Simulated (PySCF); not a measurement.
digermane cation (Ge₂H₆), SMILES [GeH3][GeH3] (connectivity only; charge and spin as stated), charge +1, multiplicity 2.

The structure is a stationary point at B3LYP-D3(BJ)/def2-TZVP. The multiplicity is an assumed one; no other spin state was optimised.

The numbers are results of M06-2X/def2-TZVPD in PySCF, not measurements.

### Question
Estimate the frontier levels, dipole moment and polarisability. (An estimate is asked for; the answer gives what the named calculation found.)

### Answer

The α spin, highest occupied and lowest empty level is -13.82 and -5.56 eV and the β spin, highest occupied and lowest empty level is -16.42 and -9.05 eV. The dipole moment about the centre of nuclear charge is 0.00 D, the mean static polarisability comes out as 64.4 bohr³ (9.54 Å³) and the polarisability, principal values is 53.9, 53.9, 85.4 bohr³. The ⟨S²⟩ comes out as 0.753 (pure state 0.75).
